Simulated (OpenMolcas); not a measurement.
## Cr5+, Mo5+, W5+: d down the group

| Property | Result |
| --- | --- |
| Program | OpenMolcas |
| Method | XMS-CASPT2, IPEA 0.25 Eh, imaginary shift 0.1 Eh |
| Basis | ANO-RCC-VTZP |
| Scalar Hamiltonian | DKH2, point nucleus |
| Spin-orbit coupling | state interaction with AMFI integrals over the reference wave functions, term energies averaged over their components |

Active space for each ion: 1 electron in 5 orbitals (d); closed shells correlated by CASPT2: Cr5+ 3s 3p; Mo5+ 4s 4p; W5+ 5s 5p.

Computed levels in cm-1 above ²D_3/2:

| Level | Cr5+ | Mo5+ | W5+ |
| --- | --- | --- | --- |
| ²D_5/2 | 923 | 2480 | 8930 |
| weight of ²D in the lowest level (%) | 100 | 100 | 100 |

Measured, with the error of the calculation in %. Measured levels: Cr5+ from Sugar and Corliss, J. Phys. Chem. Ref. Data 6, 317 (1977); Mo5+ from Sugar and Musgrove, J. Phys. Chem. Ref. Data 17, 155 (1988); W5+ from the list in J. Phys. B 45, 035002 (2012).

```json
{"Level": "²D_5/2", "Cr5+": "940 (-1.8)", "Mo5+": "2584 (-3.9)", "W5+": "8709 (+2.5)"}
```

The fine-structure level ²D_5/2 changes by a factor of 9.67 from Cr5+ to W5+.

CASPT2 does not keep the components of a term degenerate, so their means are used; among the terms shown or strongly mixed into the levels shown the widest spread is 82 cm-1 (3d ²D, Cr5+). With one active electron, CASPT2 adds the correlation within the correlated inactive shells and between them and that electron, and leaves the splitting within a term as the reference gives it. Measured partners are found by configuration, term and J. A level has none where our copy of the source lacks it or the pairing is in doubt (some pairs that miss far off the trend of their configuration count as doubtful), and it then counts in no deviation. Levels of configurations outside the active space are missing.
